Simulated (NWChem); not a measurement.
System: PbH2, singlet; SMILES [PbH2]

The following NWChem deck was run.

```
start job
memory heap 200 mb stack 900 mb global 1100 mb
geometry units angstroms noautoz
  Pb     0.000000     0.000000     0.068668
  H      1.309096     0.000000    -1.243294
  H     -1.309096     0.000000    -1.243294
end
basis spherical
  * library def2-svp
end
ecp
  Pb library def2-ecp
end
dft
  xc xcamb88 1.00 lyp 0.81 vwn_5 0.19 hfexch 1.00
  cam 0.33 cam_alpha 0.19 cam_beta 0.46
  iterations 150
end
tddft
  cis
  nroots 8
  notriplet
end
task tddft energy
```

Low-valent species are run as closed-shell singlets; no triplet was tried in these runs. Structure relaxed at the PBE0/def2-SVP level. def2 effective core potentials on Pb; no spin-orbit coupling.

Vertical excitations in the gas phase.

Give the results of this calculation. (CAM-B3LYP/def2-SVP with def2 effective core potentials on Pb, TDA.) Quantities: lowest excitation, singlet (eV); oscillator strength of that lowest state; lowest state with f > 0.02, singlet (eV); oscillator strength of that bright state; orbital gap (eV).


```yaml
lowest excitation, singlet (eV): 2.54
oscillator_strength_of_that_lowest_state: 0.012
lowest state with f > 0.02, singlet (eV): 6.61
oscillator_strength_of_that_bright_state: 0.122
orbital gap (eV): 5.97
```
